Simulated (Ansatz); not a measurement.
Reaction (SMILES): [BH] (BH) (closed-shell singlet) → B atom + H atom
B3LYP-D3(BJ)/def2-TZVP geometries, fixed; electronic energies without zero-point terms.
Largest species:
```
B
H 1 1.2331
```

The atomisation energy at MP2 with Ansatz (a first-principles code), in kcal/mol, split into its Hartree-Fock and correlation parts. Cores are frozen. A restricted Hartree-Fock determinant is unstable towards unrestricted orbitals. Open shells are unrestricted. No added dispersion term, no relativity. Functions are those of the species that has most.

```
basis    X  functions  Hartree-Fock    MP2
-------  -  ---------  ------------  -----
cc-pVDZ  2         19         60.30  75.38
cc-pVTZ  3         44         61.53  80.00
cc-pVQZ  4         85         61.73  81.27
cc-pV5Z  5        146         61.77  81.67
```

Worked estimate of the basis-set limit from each neighbouring pair, with Hartree-Fock from the larger set and the correlation part extrapolated as X^-3.
Correlation parts: X = 2: 15.08, X = 3: 18.47, X = 4: 19.54, X = 5: 19.90.
- (2,3): (27·(18.47) - 8·(15.08))/19 = 19.90; with Hartree-Fock 61.53 the estimate is 81.43 kcal/mol.
- (3,4): (64·(19.54) - 27·(18.47))/37 = 20.32; with Hartree-Fock 61.73 the estimate is 82.05 kcal/mol.
- (4,5): (125·(19.90) - 64·(19.54))/61 = 20.28; with Hartree-Fock 61.77 the estimate is 82.05 kcal/mol.
The last two estimates differ by 0.00 kcal/mol; the largest set lies 0.38 from the last. Over the last step Hartree-Fock moves by 0.04 and the correlation part by 0.36.
